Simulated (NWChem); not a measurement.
System: H2 cation, doublet

Here is an NWChem input.

```
start job
memory heap 200 mb stack 900 mb global 1100 mb
charge 1
geometry units angstroms noautosym nocenter noautoz
  H      0.000000     0.000000    -0.564879
  H      0.000000     0.000000     0.564879
end
basis spherical
  H library 3-21g
end
dft
  odft
  mult 2
  xc m06-2x
  iterations 150
end
cosmo
  do_cosmo_smd true
  solvent water
end
task dft energy
```

NWChem printed, in part:

```
             Northwest Computational Chemistry Package (NWChem) 7.3.0
             --------------------------------------------------------

                             Geometry "geometry" -> ""
                             -------------------------

 Output coordinates in angstroms (scale by  1.889725989 to convert to a.u.)

  No.       Tag          Charge          X              Y              Z
 ---- ---------------- ---------- -------------- -------------- --------------
    1 H                    1.0000     0.00000000     0.00000000    -0.56487900
    2 H                    1.0000     0.00000000     0.00000000     0.56487900

 Effective nuclear repulsion energy (a.u.)       0.4683987624

                                 NWChem DFT Module
                                 -----------------

 Summary of "ao basis" -> "ao basis" (spherical)
 ------------------------------------------------------------------------------
       Tag                 Description            Shells   Functions and Types
 ---------------- ------------------------------  ------  ---------------------
 H                           3-21g                   2        2   2s

 in cosmo_initialize ...
 calling solv_data for solv:h2o

 solvent parameters
 solvname_short: h2o
 solvname_long:  water
 dielec:       78.4000
 dielecinf:     1.7769
 aqueous SMD model solvent descriptors
 dielec:       78.4000
 sola:          0.8200

          ---------------
          -cosmo- solvent
          ---------------
 Cosmo: York-Karplus, doi: 10.1021/jp992097l
 dielectric constant -eps-     =  78.40
 screen = (eps-1)/(eps    )    =   0.98724
 surface charge correction     = lagrangian

   van der Waals surface
 --------------------------

[...]

                                COSMO-SMD solvation results
                                ---------------------------

             internal energy in gas <Psi(g)|H|Psi(g)> =        -0.590294297807
         internal energy in solvent <Psi(s)|H|Psi(s)> =        -0.590245306615
                               delta internal energy  =         0.000048991193 (    0.03 kcal/mol)
   total free energy in solvent <Psi(s)|H+V/2|Psi(s)> =        -0.775357116455
 polarization energy contribution <Psi(s)|V/2|Psi(s)> =        -0.185111809840 ( -116.16 kcal/mol)
    total free energy in solvent including G(SMD-CDS) =        -0.771979712652
                       G(SMD-CDS) energy contribution =         0.003377403803 (    2.12 kcal/mol)
     1 M fixed-concentration free energy of solvation =        -0.181685414845 ( -114.01 kcal/mol)

                    DFT Final Alpha Molecular Orbital Analysis
                    ------------------------------------------

 Vector    1  Occ=1.000000D+00  E=-5.790650D-01
              MO Center=  0.0D+00,  0.0D+00,  1.1D-11, r^2= 8.5D-01
   Bfn.  Coefficient  Atom+Function         Bfn.  Coefficient  Atom+Function
  ----- ------------  ---------------      ----- ------------  ---------------
     1      0.332325  1 H  s                  3      0.332325  2 H  s
     2      0.319359  1 H  s                  4      0.319359  2 H  s

 Vector    2  Occ=0.000000D+00  E=-3.893149D-03
              MO Center=  0.0D+00,  0.0D+00, -1.1D-11, r^2= 1.5D+00
   Bfn.  Coefficient  Atom+Function         Bfn.  Coefficient  Atom+Function
  ----- ------------  ---------------      ----- ------------  ---------------
     2      0.903988  1 H  s                  4     -0.903988  2 H  s
     1      0.270680  1 H  s                  3     -0.270680  2 H  s

 Vector    3  Occ=0.000000D+00  E= 8.463908D-01
              MO Center=  0.0D+00,  0.0D+00,  4.7D-11, r^2= 1.5D+00
   Bfn.  Coefficient  Atom+Function         Bfn.  Coefficient  Atom+Function
  ----- ------------  ---------------      ----- ------------  ---------------
     1      0.881306  1 H  s                  3      0.881306  2 H  s
     2     -0.709168  1 H  s                  4     -0.709168  2 H  s

 Vector    4  Occ=0.000000D+00  E= 9.923271D-01
              MO Center=  0.0D+00,  0.0D+00, -4.6D-11, r^2= 1.6D+00
   Bfn.  Coefficient  Atom+Function         Bfn.  Coefficient  Atom+Function
  ----- ------------  ---------------      ----- ------------  ---------------
     2      1.196972  1 H  s                  4     -1.196972  2 H  s
     1     -0.900225  1 H  s                  3      0.900225  2 H  s

                     DFT Final Beta Molecular Orbital Analysis
                     -----------------------------------------

 Vector    1  Occ=0.000000D+00  E=-1.075984D-01
              MO Center=  0.0D+00,  0.0D+00, -1.7D-11, r^2= 1.0D+00
   Bfn.  Coefficient  Atom+Function         Bfn.  Coefficient  Atom+Function
  ----- ------------  ---------------      ----- ------------  ---------------
     2      0.409509  1 H  s                  4      0.409509  2 H  s
     1      0.214009  1 H  s                  3      0.214009  2 H  s

 Vector    2  Occ=0.000000D+00  E= 1.829393D-01
              MO Center=  0.0D+00,  0.0D+00,  1.9D-11, r^2= 1.7D+00
   Bfn.  Coefficient  Atom+Function         Bfn.  Coefficient  Atom+Function
  ----- ------------  ---------------      ----- ------------  ---------------
     2      1.021928  1 H  s                  4     -1.021928  2 H  s
     1      0.176971  1 H  s                  3     -0.176971  2 H  s

[...]
```

Level: M06-2X/3-21G, spin-unrestricted, SMD on the gas-phase geometry. Structure relaxed at the PBE-D3(BJ)/def2-SVP, spin-unrestricted level. No stability test was run on the SCF state. Solvent: water.
